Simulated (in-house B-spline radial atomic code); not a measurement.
Ionisation energies along the 6-electron series, configuration [He] 2s2 2p2, as differences of self-consistent energies. Dirac energy differences include first-order Breit, QED and recoil terms. NIST's values go from ground level to ground level; the uncertainty of those that are theory runs from under 0.1 % in few-electron ions to several per cent in heavy many-electron ones. Computed with a B-spline radial code for spherical atoms: Dirac-Hartree-Fock, average of the configuration, finite nuclei.

| ion | configuration after | ionisation energy (eV) | IE/(q+1)² (eV) | Breit and QED recoil part (eV) | tabulated value (eV) | computed minus tabulated (eV) |
| --- | --- | --- | --- | --- | --- | --- |
| Er62+ | [He] 2s2 2p1 | 14514.9 | 3.6571 | -18.064 | 15146 | -631 |
| Tm63+ | [He] 2s2 2p1 | 14988.4 | 3.6593 | -18.981 | 15663 | -675 |
| Yb64+ | [He] 2s2 2p1 | 15470.6 | 3.6617 | -19.932 | 16191 | -720 |
| Lu65+ | [He] 2s2 2p1 | 15961.3 | 3.6642 | -20.918 | 16730 | -769 |
| Hf66+ | [He] 2s2 2p1 | ? | ? | ? | ? | ? |
| Ta67+ | [He] 2s2 2p1 | ? | ? | ? | ? | ? |
| W68+ | [He] 2s2 2p1 | 17486.4 | 3.6728 | -24.1 | 18476 | -990 |
| Re69+ | [He] 2s2 2p1 | 18012.6 | 3.676 | -25.239 | 19000 | -987 |
| Os70+ | [He] 2s2 2p1 | 18547.8 | 3.6794 | -26.418 | 19600 | -1052 |
| Ir71+ | [He] 2s2 2p1 | 19092.2 | 3.6829 | -27.64 | 20210 | -1118 |
| Pt72+ | [He] 2s2 2p1 | 19645.9 | 3.6866 | -28.905 | 20840 | -1194 |
| Au73+ | [He] 2s2 2p1 | ? | ? | ? | ? | ? |
| Hg74+ | [He] 2s2 2p1 | 20781.4 | 3.6945 | -31.572 | 22120 | -1339 |
| Tl75+ | [He] 2s2 2p1 | 21363.5 | 3.6987 | -32.976 | 22780 | -1417 |
| Pb76+ | [He] 2s2 2p1 | 21955.2 | 3.703 | -34.429 | 23460 | -1505 |

(1) Fill in the row of Hf66+.

(2) Fill in the row of Ta67+.

(3) Fill in the row of Au73+.

Where a p, d or f electron is removed, the computed value is a mean over both j, so it misses the tabulated one by a part of the spin-orbit splitting; averaging over terms and missing correlation add to the gap, relatively most at low charge.

Results:

(1) ionisation energy (eV): 16460.9; IE/(q+1)² (eV): 3.6669; Breit and QED recoil part (eV): -21.941; tabulated value (eV): 17280; computed minus tabulated (eV): -819.

(2) ionisation energy (eV): 16969.2; IE/(q+1)² (eV): 3.6698; Breit and QED recoil part (eV): -23.001; tabulated value (eV): 17840; computed minus tabulated (eV): -871.

(3) ionisation energy (eV): 20208.9; IE/(q+1)² (eV): 3.6905; Breit and QED recoil part (eV): -30.215; tabulated value (eV): 21470; computed minus tabulated (eV): -1261.
